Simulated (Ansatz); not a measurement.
mer-TiF3(H2O)3 (TiO3F3H6), relaxed as a doublet with UKS PBE-D4/def2-SVP in Ansatz, starting from the GFN2-xTB geometry. Force threshold 0.02 eV/Å.

Start:

```xyz
13

F    -0.3164    0.9866    1.2912
F     0.1894   -1.1539   -1.3900
F     2.0176    0.0817    0.2782
O    -1.9351    0.0435   -0.5328
O     0.6526    1.8459   -1.1107
O     0.0947   -1.6644    1.2163
Ti    0.2037    0.0569   -0.1173
H    -2.3445   -0.2026    0.3082
H    -1.9790   -0.7207   -1.1250
H     1.6174    1.6969   -1.1034
H     0.4487    2.3347   -0.2936
H     0.5893   -1.1687    1.8918
H     0.7615   -2.1357    0.6871
```

Task: Estimate the energy that the relaxation releases and the steps that it takes.

Result: 52.4 kJ/mol, in 14 steps; 37 s on 4 threads of Arm Neoverse V2 on a shared host. No frequencies were taken in this run, so the end may be a saddle point.

Task: Does the start keep its bonding?

Result: By distances, no bond broke or formed. The bond that changes most is F2–Ti7, from 1.76 to 1.95 Å (atoms count from 1). A close non-bonded pair moves further: F2–H13, from 2.37 to 1.81 Å.

Task: Predict the relaxed structure.

Result: 
```tsv
atom	x (Å)	y (Å)	z (Å)
F1	-0.470	1.350	1.360
F2	0.074	-1.245	-1.138
F3	2.047	0.241	0.315
O4	-2.040	-0.061	-0.492
O5	0.797	1.864	-1.196
O6	0.141	-1.668	1.338
Ti7	0.188	0.220	0.139
H8	-2.554	-0.479	0.225
H9	-1.675	-0.809	-1.029
H10	1.728	1.720	-0.885
H11	0.515	2.698	-0.771
H12	1.054	-1.720	1.685
H13	0.196	-2.110	0.448
```
Bond lengths: 3 × O–Ti 2.20 to 2.33 Å; 3 × F–Ti 1.79 to 1.95 Å; 6 × H–O 0.98 to 1.00 Å.
